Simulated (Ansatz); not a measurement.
C2H4GeN2, SMILES C(/N=[CH]\[GeH3])#N. Atoms are numbered in the order given.

```xyz
9

N      2.6916    -0.8978    -0.7973
C      2.0639    -0.0323    -0.3324
N      1.4739     1.0336     0.2131
C      0.2137     1.1091     0.4402
Ge    -1.1912    -0.2533     0.0761
H     -0.1167     2.0573     0.8963
H     -1.8189    -0.6269     1.4312
H     -2.2514     0.4219    -0.8124
H     -0.5606    -1.4688    -0.6122
```

Geometry: B3LYP-D3(BJ)/def2-SVP. The structure was generated by enumeration; whether it is a known compound was not checked.

Two levels are set side by side: PBE-D3(BJ)/def2-SVP (Ansatz, a program for electronic structure) and B3LYP-D3(BJ)/def2-SVP (Ansatz). Each level has its own optimised geometry; the coordinates shown are those of the second. Differences are taken from unrounded values.

```json
[
 {"quantity": "mean bond length (Å)", "B3LYP-D3(BJ)": "1.436", "PBE-D3(BJ)": "1.443", "PBE-D3(BJ) minus B3LYP-D3(BJ)": "0.007"},
 {"quantity": "bond N1–C2 (Å)", "B3LYP-D3(BJ)": "1.166", "PBE-D3(BJ)": "1.181", "PBE-D3(BJ) minus B3LYP-D3(BJ)": "0.015"},
 {"quantity": "bond C2–N3 (Å)", "B3LYP-D3(BJ)": "1.335", "PBE-D3(BJ)": "1.333", "PBE-D3(BJ) minus B3LYP-D3(BJ)": "-0.002"},
 {"quantity": "bond N3–C4 (Å)", "B3LYP-D3(BJ)": "1.283", "PBE-D3(BJ)": "1.293", "PBE-D3(BJ) minus B3LYP-D3(BJ)": "0.010"},
 {"quantity": "bond C4–Ge5 (Å)", "B3LYP-D3(BJ)": "1.991", "PBE-D3(BJ)": "1.990", "PBE-D3(BJ) minus B3LYP-D3(BJ)": "0.000"},
 {"quantity": "bond C4–H6 (Å)", "B3LYP-D3(BJ)": "1.103", "PBE-D3(BJ)": "1.111", "PBE-D3(BJ) minus B3LYP-D3(BJ)": "0.008"},
 {"quantity": "bond Ge5–H7 (Å)", "B3LYP-D3(BJ)": "1.539", "PBE-D3(BJ)": "1.549", "PBE-D3(BJ) minus B3LYP-D3(BJ)": "0.009"},
 {"quantity": "bond Ge5–H8 (Å)", "B3LYP-D3(BJ)": "1.539", "PBE-D3(BJ)": "1.548", "PBE-D3(BJ) minus B3LYP-D3(BJ)": "0.009"},
 {"quantity": "bond Ge5–H9 (Å)", "B3LYP-D3(BJ)": "1.533", "PBE-D3(BJ)": "1.542", "PBE-D3(BJ) minus B3LYP-D3(BJ)": "0.010"}
]
```

Exact exchange shortens and stiffens bonds; PBE has none. Differences between two approximate levels are no errors against the true value.
